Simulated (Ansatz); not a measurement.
One change: `C=C([SiH3])C=S` becomes `C=CC(=C)[SiH3]`.

Ansatz, PBE0-D4/def2-TZVP geometries, multiplicity 1. Each molecule was computed in one conformer, which needn't be the lowest.

| property | `C=C([SiH3])C=S` |
| --- | --- |
| HOMO–LUMO gap (ωB97M-V/def2-TZVPP) / eV | 8.06 |
| HOMO energy (B3LYP/def2-TZVPP) / eV | -6.32 |
| LUMO energy (B3LYP/def2-TZVPP) / eV | -3.00 |
| HOMO energy (PBE0/def2-TZVPP) / eV | -6.58 |
| LUMO energy (ωB97M-V/def2-TZVPP) / eV | -0.74 |
| LUMO energy (PBE/def2-TZVPP) / eV | -3.70 |

Q: Give the same properties after the change, and the shifts. (Best estimate.)

A: The calculation gave: 
```csv
property,`C=CC(=C)[SiH3]`,shift
HOMO–LUMO gap (ωB97M-V/def2-TZVPP) / eV,10.08,2.02
HOMO energy (B3LYP/def2-TZVPP) / eV,-6.83,-0.51
LUMO energy (B3LYP/def2-TZVPP) / eV,-1.32,1.68
HOMO energy (PBE0/def2-TZVPP) / eV,-7.04,-0.46
LUMO energy (ωB97M-V/def2-TZVPP) / eV,0.94,1.68
LUMO energy (PBE/def2-TZVPP) / eV,-2.08,1.62
```

With PBE0 the HOMO falls by 0.46 eV and the LUMO rises by 1.71 eV, so the gap widens by about 2.17 eV. PBE moves the HOMO by -0.73 eV and ωB97M-V by -0.34 eV.

B3LYP here is the variant with VWN-RPA as its local correlation; programs differ in this.
